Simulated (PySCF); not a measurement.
CaHO, SMILES [Ca][OH], multiplicity 2. The structure is a stationary point at PBE-D3(BJ)/def2-TZVPD.

Computed equilibrium geometry at PBE-D3(BJ)/def2-TZVPD (PySCF confirms it by a frequency run) as bond lengths and angles, and its point group:
point group C∞v.
Atoms: Ca1 O2 H3. Bonded distances (Å): Ca1–O2 1.974, O2–H3 0.964. Bond angles (°): Ca1–O2–H3 180.0.
Charge 0, spin multiplicity 2.
